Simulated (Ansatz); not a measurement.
Geometry optimisation, Ansatz 0.2.0, RHF/def2-mTZVP.

Input:

```yaml
crystal:
  periodic: [false, false, false]
  atoms:
    - { symbol: B, position_ang: [0.0, 0.0, 0.0] }
    - { symbol: C, position_ang: [0.0, 0.0, 1.95] }
    - { symbol: H, position_ang: [-0.9996, -0.3092, 2.3205] }
    - { symbol: H, position_ang: [0.7676, -0.7111, 2.3205] }
    - { symbol: H, position_ang: [0.232, 1.0203, 2.3205] }
    - { symbol: H, position_ang: [1.0305, 0.0, -0.595] }
    - { symbol: H, position_ang: [-1.0305, 0.0, -0.595] }
    - { symbol: Br, position_ang: [-0.2997, -2.2003, 0.7379] }
    - { symbol: H, position_ang: [-0.1579, -1.159, 1.8229] }
basis:
  gaussian: { orbitals: def2-mTZVP }
hamiltonian:
  xc: hf
relax:
  f_tol: 0.15
  max_steps: 25
  restrain:
    - { distance: [0, 7], at: 3.24, k: 30.0 }
    - { distance: [8, 1], at: 2.31, k: 30.0 }
    - { distance: [0, 1], at: 1.6, k: 30.0 }
    - { distance: [8, 7], at: 1.55, k: 30.0 }
```

Run as:

```bash
$ ansatz run input.yaml --threads 1 --pin off --max-ram 2048MiB --backend cpu --events-out ev --progress --plain --runs-dir out
```

**Question.** Where does it end, and by what steps?

**Answer.** It converged. The restraints hold the end off the free minimum. After 8 steps the energy has fallen by 4.536 eV (the restraints' own energy left out); H9 moved furthest, 0.90 Å. Parted: B1–Br8 (2.34 → 3.25 Å), C2–H9 (1.18 → 2.32 Å).

```json
{"step": "0", "energy less start (eV)": "0.0000", "largest force component (eV/Å)": "7.013", "accepted": "yes"}
{"step": "1", "energy less start (eV)": "-1.6635", "largest force component (eV/Å)": "3.041", "accepted": "yes"}
{"step": "2", "energy less start (eV)": "-2.2448", "largest force component (eV/Å)": "5.994", "accepted": "yes"}
{"step": "3", "energy less start (eV)": "-2.8444", "largest force component (eV/Å)": "5.817", "accepted": "yes"}
{"step": "4", "energy less start (eV)": "-3.8689", "largest force component (eV/Å)": "3.678", "accepted": "yes"}
{"step": "5", "energy less start (eV)": "-4.4230", "largest force component (eV/Å)": "1.445", "accepted": "yes"}
{"step": "6", "energy less start (eV)": "-4.4093", "largest force component (eV/Å)": "1.494", "accepted": "no"}
{"step": "7", "energy less start (eV)": "-4.5361", "largest force component (eV/Å)": "1.339", "accepted": "yes"}
{"step": "8", "energy less start (eV)": "-4.5364", "largest force component (eV/Å)": "1.432", "accepted": "yes"}
```

```xyz
9
Properties=species:S:1:pos:R:3
B 0.019 0.147 0.229
C 0.035 0.252 1.815
H -0.900 -0.012 2.297
H 0.855 -0.275 2.288
H 0.197 1.304 2.050
H 1.036 0.046 -0.374
H -0.992 0.267 -0.379
Br -0.396 -3.048 0.627
H -0.311 -2.042 1.729
```

Time of the run: 18 s on 1 thread of Arm Neoverse V2 (shared host), peak memory 0.17 GiB.
